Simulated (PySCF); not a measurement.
Species: C6H9F3.
Z-matrix (Å and degrees, PBE0-D3(BJ)/def2-SVP geometry), rows numbered from 1:
```
C 
C   1  1.5198
C   2  1.5215  1  113.16
C   3  1.5282  2  113.11  1  -179.41
C   4  1.4839  3  113.07  2   175.71
F   5  1.3390  4  115.69  3   -64.38
C   5  1.3325  4  126.35  3   113.90
F   7  1.3150  5  123.11  4     1.52
F   7  1.3096  5  124.88  4  -179.03
H   1  1.1004  2  111.63  3   179.65
H   1  1.1018  2  111.22  3    59.43
H   1  1.1018  2  111.24  3   -60.16
H   2  1.1046  1  109.70  3  -122.07
H   2  1.1046  1  109.72  3   122.25
H   3  1.1041  2  109.87  1    58.63
H   3  1.1035  2  109.60  1   -57.56
H   4  1.1050  3  109.34  2    55.43
H   4  1.1005  3  110.60  2   -61.73
```

Computed with PySCF at PBE0/def2-SVPD, non-relativistic, on one gas-phase PBE0-D3(BJ)/def2-SVP geometry that isn't relaxed in the solvent. The solvent is an IEF-PCM continuum (Bondi radii, 1.10 Å for H, scaled by 1.2), and excitations are vertical TDDFT with non-equilibrium linear response and a frozen core. Specific hydrogen bonds and non-electrostatic terms are outside this model.

| run | E − E(gas) (kJ/mol) | HOMO (eV) | HOMO–LUMO gap (eV) | dipole (D) | lowest singlet (eV) | static polarisability (au) |
| --- | --- | --- | --- | --- | --- | --- |
| gas | 0.00 | -7.15 | 7.64 | 2.16 | 6.44 | 77.5 |
| P | -9.33 | -7.10 | 7.71 | 2.59 | 6.39 | 101.4 |
| Q | -6.72 | -7.11 | 7.71 | 2.47 | 6.40 | 93.1 |

Task: The runs were made in chloroform and water. Which run belongs to which solvent?

Result: P = water, Q = chloroform. The dielectric constants are 4.711 (chloroform), 78.36 (water), and the energy falls further as ε rises. The optical constants n² used for the excitations are 2.09, 1.78 in the same order. In this model the ground state sees the solvent through ε alone.

Task: How constant is the ratio of the lowering to (ε − 1)/(2ε + 1)?

Result: 
```tsv
solvent	(ε − 1)/(2ε + 1)	E − E(gas) (kJ/mol)	ratio (kJ/mol)	polarisation term (kJ/mol)
chloroform	0.356	-6.72	-18.9	-7.32
water	0.490	-9.33	-19.0	-10.56
```

The ratio changes by +0.9 % in size from chloroform to water. The polarisation term is half the interaction of the solute with the induced surface charges.

On one thread, Arm Neoverse V1, on a shared host, this took 61 s. This is the whole response run at PBE0/def2-SVPD in water, SCF included.
